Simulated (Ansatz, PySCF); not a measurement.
This singlet lies 0.97 eV below the relaxed triplet at the level B3LYP/cc-pVTZ // PBE0-D3(BJ)/def2-TZVP (Ansatz, a program for electronic structure).

## CH3GeNSi, SMILES `N#[C][Ge][SiH3]` (lower singlet) (charge 0, multiplicity 1)

Level of theory: PBE0-D3(BJ)/def2-TZVP (PySCF).

```
Item                             Value
-------------  -----------------------
HOMO                          -7.20 eV
dipole moment                   3.64 D
HOMO–LUMO gap                  3.20 eV
LUMO                          -4.00 eV
total energy             -2460.6566 Ha
cost           roughly 40 core-seconds
```

Bonds (Å): N1–C2 1.158, C2–Ge3 1.962, Ge3–Si4 2.464, Si4–H5 1.488, Si4–H6 1.489, Si4–H7 1.488. Bond angles (°): N1–C2–Ge3 176.0, C2–Ge3–Si4 88.2, Ge3–Si4–H5 111.5, Ge3–Si4–H6 108.6, Ge3–Si4–H7 109.0, H5–Si4–H6 109.1, H5–Si4–H7 109.1, H6–Si4–H7 109.5.
